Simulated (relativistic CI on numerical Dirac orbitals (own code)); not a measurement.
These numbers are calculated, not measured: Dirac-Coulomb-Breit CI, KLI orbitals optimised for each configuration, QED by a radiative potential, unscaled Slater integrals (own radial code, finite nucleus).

Configurations in the expansion (outside the closed core [Ne]): 3s²3p⁶3d⁶, 3s²3p⁵3d⁷, 3s²3p⁴3d⁸, 3s3p⁶3d⁷, 3p⁶3d⁸, 3s3p⁵3d⁸, 3s²3p⁶3d⁵4s, 3s²3p⁶3d⁵4p, 3s²3p⁴3d⁷4s, 3s²3p⁶3d⁵4d, 3s²3p⁴3d⁷4p, 3s²3p⁵3d⁶4s, 3s²3p⁶3d⁵4f, 3s²3p⁴3d⁷4d, 3s3p⁵3d⁷4s, 3s²3p⁵3d⁶4p, 3s²3p⁵3d⁶4d, 3s²3p⁶3d⁴4s², 3s3p⁶3d⁶4s, 3p⁶3d⁷4s, 3p⁶3d⁷4p, 3s²3p⁶3d⁵5s, 3p⁶3d⁷4d, 3s3p⁶3d⁵4s². Levels of other configurations are missing.

At this charge energies of transitions that change n are usually good to better than 1 %, and those within a shell (Δn = 0) to a few per cent.

Outline of the computed level scheme of Yb XLVII. Lowest level of each configuration: 3s²3p⁶3d⁶ ³F4 at 0.000 eV; 3s²3p⁵3d⁷ ⁵G°6 at 345.898 eV.

Some strong electric-dipole decays among the lowest 45 levels: 3s²3p⁵3d⁷ ³D°3 → 3s²3p⁶3d⁶ ³F4 (1.6e+12 s⁻¹); 3s²3p⁵3d⁷ ³F°4 → 3s²3p⁶3d⁶ ³F4 (1.3e+12 s⁻¹); 3s²3p⁵3d⁷ ³P°2 → 3s²3p⁶3d⁶ ³P2 (7.9e+11 s⁻¹); 3s²3p⁵3d⁷ ³D°3 → 3s²3p⁶3d⁶ ³P2 (4.3e+11 s⁻¹); 3s²3p⁵3d⁷ ³G°5 → 3s²3p⁶3d⁶ ³F4 (2.5e+11 s⁻¹); 3s²3p⁵3d⁷ ³D°3 → 3s²3p⁶3d⁶ ³P2 (1.2e+11 s⁻¹); 3s²3p⁵3d⁷ ³D°3 → 3s²3p⁶3d⁶ ³P2 (8.9e+10 s⁻¹); 3s²3p⁵3d⁷ ³P°2 → 3s²3p⁶3d⁶ ³P2 (4.8e+10 s⁻¹).

LS names give the leading component of a level, which can be under half, so a name can repeat, a term be missing and a line seem to break the LS rules.
